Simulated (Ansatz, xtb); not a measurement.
Relative energy of two isomers of C5H7NOSi

Structure a is `N[SiH]1C=CC(C=O)=C1`, a singlet and structure b is `NC1=C(C=O)C=C[SiH2]1`, a singlet. Both are isolated molecules in the gas phase, relaxed with PBE-D3(BJ)/def2-SVP, each in the lowest conformer that the search found.

a (Å):

```xyz
15

C     0.2151   -2.2580    0.7026
C     1.4397   -1.6734    0.6504
C     1.5153   -0.3295    0.0059
C     2.8133    0.3822   -0.0815
C     0.3455    0.1854   -0.4802
N    -2.4032   -0.7240    0.8138
O     3.8691   -0.0600    0.3432
Si   -1.0107   -1.1144   -0.1570
H    -3.1764   -0.2151    0.3772
H    -2.2488   -0.3820    1.7664
H    -1.5389   -1.6192   -1.4733
H     0.0538   -3.2486    1.1530
H     2.3734   -2.1097    1.0429
H     2.7532    1.3949   -0.5841
H     0.3179    1.1710   -0.9730
```

b (Å):

```yaml
atoms:
  - { symbol: C, position_ang: [-0.8211, -0.5181, -1.1721] }
  - { symbol: C, position_ang: [0.2159, 0.1864, -0.5213] }
  - { symbol: C, position_ang: [0.7192, 1.4283, -1.0560] }
  - { symbol: C, position_ang: [0.7068, -0.4532, 0.7062] }
  - { symbol: C, position_ang: [0.1533, -1.6335, 1.1190] }
  - { symbol: N, position_ang: [-1.3826, -0.0768, -2.3018] }
  - { symbol: O, position_ang: [0.3012, 1.9701, -2.0986] }
  - { symbol: Si, position_ang: [-1.1618, -2.0907, -0.1187] }
  - { symbol: H, position_ang: [-0.9943, 0.8234, -2.6596] }
  - { symbol: H, position_ang: [-2.1304, -0.5862, -2.7699] }
  - { symbol: H, position_ang: [1.5480, 1.9200, -0.4687] }
  - { symbol: H, position_ang: [1.5191, 0.0459, 1.2659] }
  - { symbol: H, position_ang: [0.4794, -2.1568, 2.0276] }
  - { symbol: H, position_ang: [-2.5867, -2.1103, 0.3697] }
  - { symbol: H, position_ang: [-0.9352, -3.3390, -0.9310] }
```

Quicker runs give these differences E(b) − E(a): GFN2-xTB −0.274 eV; HF/STO-3G +0.545 eV (at GFN2-xTB geometries); r2SCAN-D4/def2-SVP +0.123 eV (at GFN2-xTB geometries).

Task: Estimate which is lower in electronic energy at CCSD(T)/def2-SVP + ΔMP2/def2-TZVPP, and by roughly how much.

Result: The CCSD(T)/def2-SVP + ΔMP2/def2-TZVPP calculation puts structure a lower, by 0.718 eV.

How the difference moves with the method:

```json
{"level": "GFN2-xTB", "geometry": "GFN2-xTB", "E(b) − E(a) (eV)": "−0.274", "departure from the last row (eV)": "−0.991", "job, with rough time for the two": "optimisation, 0.22 s"}
{"level": "HF/STO-3G", "geometry": "GFN2-xTB", "E(b) − E(a) (eV)": "+0.545", "departure from the last row (eV)": "−0.173", "job, with rough time for the two": "single point, 0.76 s"}
{"level": "r2SCAN-D4/def2-SVP", "geometry": "GFN2-xTB", "E(b) − E(a) (eV)": "+0.123", "departure from the last row (eV)": "−0.594", "job, with rough time for the two": "single point, 9.6 s"}
{"level": "PBE-D3(BJ)/def2-SVP", "geometry": "PBE-D3(BJ)/def2-SVP", "E(b) − E(a) (eV)": "−0.019", "departure from the last row (eV)": "−0.737", "job, with rough time for the two": "optimisation, 49 s"}
{"level": "HF/def2-SVP", "geometry": "PBE-D3(BJ)/def2-SVP", "E(b) − E(a) (eV)": "+0.637", "departure from the last row (eV)": "−0.081", "job, with rough time for the two": "part of the CCSD(T) run"}
{"level": "MP2/def2-SVP", "geometry": "PBE-D3(BJ)/def2-SVP", "E(b) − E(a) (eV)": "+0.479", "departure from the last row (eV)": "−0.239", "job, with rough time for the two": "part of the CCSD(T) run"}
{"level": "CCSD(T)/def2-SVP", "geometry": "PBE-D3(BJ)/def2-SVP", "E(b) − E(a) (eV)": "+0.488", "departure from the last row (eV)": "−0.230", "job, with rough time for the two": "single point"}
{"level": "CCSD(T)/def2-SVP + ΔMP2/def2-TZVPP", "geometry": "PBE-D3(BJ)/def2-SVP", "E(b) − E(a) (eV)": "+0.718", "departure from the last row (eV)": "", "job, with rough time for the two": "single point, 3.6 min"}
```

As drawn, b has 1 C–N, 1 Si–H in place of 1 N–Si, 1 C–H.

GFN2-xTB puts the two in the other order. PBE-D3(BJ)/def2-SVP finds them nearly level. The largest departure from CCSD(T)/def2-SVP + ΔMP2/def2-TZVPP is that of GFN2-xTB, 0.991 eV. The last row adds to CCSD(T) the change of the MP2 difference between the two basis sets, here +0.230 eV, a large step that makes the value less sure.

With thermal terms from frequencies at re-optimised GFN2-xTB minima (ideal gas, soft modes damped towards free rotors, one conformer each, 298.15 K, 1 atm): on the last row, ΔE + ΔZPE = +0.677, ΔH = +0.659, ΔG = +0.715 eV.

The correlated steps freeze 12 core orbitals. Programs: Ansatz 0.2.0, xtb 6.7.1; the last row on 2 threads of Arm Neoverse V2 on a shared host.
